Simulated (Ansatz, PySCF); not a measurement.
Gas-phase reaction (SMILES): N[Si](Br)(Br)Br + O (H2O) → O[Si](Br)(Br)Br + N (NH3); water cleaves one Si-N bond, a model of a ligand-exchange step.

Geometries: B3LYP-D3(BJ)/def2-TZVP minima from Ansatz (a first-principles code), one conformer each, not searched for the lowest. Valence correlation only, unless marked. No spin-orbit coupling. Frozen are the shells of the preceding noble gas and the d and f shells that filled before the atom's block. Non-relativistic. Basis-set limits of correlation are two-point, X^-3; Hartree-Fock from the larger set. Thermal terms are rigid-rotor harmonic-oscillator values from B3LYP-D3(BJ) frequencies (Ansatz or PySCF) at 298.15 K and 1 atm. 1 Eh = 627.5095 kcal/mol.

| species | E, CCSD(T)/CBS(def2-TZVPPD,def2-QZVPPD) (Ansatz) (Eh) | E, PBE0-D4/def2-TZVPD (Ansatz + dftd4) (Eh) | H - E (Eh) |
|---|---|---|---|
| N[Si](Br)(Br)Br | -8063.21282 | -8067.07447 | 0.03882 |
| O (H2O) | -76.37558 | -76.38102 | 0.02495 |
| O[Si](Br)(Br)Br | -8083.09746 | -8086.95294 | 0.02646 |
| N (NH3) | -56.50452 | -56.51535 | 0.03799 |

Q: Work out ΔE and ΔH at 298.15 K at the first level, then ΔH at the second.

A: 
1. ΔE = [(-8083.09746) + (-56.50452)] - [(-8063.21282) + (-76.37558)] = -0.01358 Eh = -8.5 kcal/mol at CCSD(T)/CBS(def2-TZVPPD,def2-QZVPPD).
2. The terms H - E add up to 0.00068 Eh, so ΔH = (-0.01358 + (0.00068))×627.5095 = -8.1 kcal/mol.
3. At PBE0-D4/def2-TZVPD the same steps give ΔE = -8.0 and ΔH = -7.6 kcal/mol, a shift of +0.5 from the first level.
4. These values are not checked against measurement here, since the tables used lack a sound gas-phase enthalpy of formation for at least one species.
